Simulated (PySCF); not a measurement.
**Radial density of Cu (copper, neutral)**

UHF, [Ar] 3d10 4s1, 2S determinant. All numbers are calculated (PySCF 2.14, the non-relativistic Hamiltonian (point nucleus), in pcseg-2).

```json
{"r (bohr)": "0.00102", "4πr²ρ (e/bohr)": "0.2060", "4πr²(ρα − ρβ)": "0.0000"}
{"r (bohr)": "0.00172", "4πr²ρ (e/bohr)": "0.5600", "4πr²(ρα − ρβ)": "0.0001"}
{"r (bohr)": "0.00289", "4πr²ρ (e/bohr)": "1.480", "4πr²(ρα − ρβ)": "0.0003"}
{"r (bohr)": "0.00487", "4πr²ρ (e/bohr)": "3.735", "4πr²(ρα − ρβ)": "0.0008"}
{"r (bohr)": "0.00818", "4πr²ρ (e/bohr)": "8.716", "4πr²(ρα − ρβ)": "0.0017"}
{"r (bohr)": "0.0138", "4πr²ρ (e/bohr)": "17.86", "4πr²(ρα − ρβ)": "0.0034"}
{"r (bohr)": "0.0232", "4πr²ρ (e/bohr)": "29.53", "4πr²(ρα − ρβ)": "0.0050"}
{"r (bohr)": "0.0389", "4πr²ρ (e/bohr)": "34.94", "4πr²(ρα − ρβ)": "0.0034"}
{"r (bohr)": "0.0655", "4πr²ρ (e/bohr)": "29.10", "4πr²(ρα − ρβ)": "-0.0017"}
{"r (bohr)": "0.110", "4πr²ρ (e/bohr)": "32.10", "4πr²(ρα − ρβ)": "0.0021"}
{"r (bohr)": "0.185", "4πr²ρ (e/bohr)": "39.21", "4πr²(ρα − ρβ)": "-0.0013"}
{"r (bohr)": "0.312", "4πr²ρ (e/bohr)": "20.69", "4πr²(ρα − ρβ)": "-0.0535"}
{"r (bohr)": "0.524", "4πr²ρ (e/bohr)": "21.68", "4πr²(ρα − ρβ)": "-0.0639"}
{"r (bohr)": "0.882", "4πr²ρ (e/bohr)": "15.83", "4πr²(ρα − ρβ)": "-0.0542"}
{"r (bohr)": "1.48", "4πr²ρ (e/bohr)": "3.982", "4πr²(ρα − ρβ)": "0.1700"}
{"r (bohr)": "2.50", "4πr²ρ (e/bohr)": "0.8371", "4πr²(ρα − ρβ)": "0.3610"}
{"r (bohr)": "4.20", "4πr²ρ (e/bohr)": "0.2077", "4πr²(ρα − ρβ)": "0.1883"}
{"r (bohr)": "7.06", "4πr²ρ (e/bohr)": "0.01073", "4πr²(ρα − ρβ)": "0.0107"}
```

Task: Where is the radial spin density 4πr²(ρα − ρβ) most negative, and why is it negative at all?

Result: Around r = 0.524 bohr, down to -0.0639 e/bohr: exchange with the open shell polarises the paired shells in an unrestricted calculation.
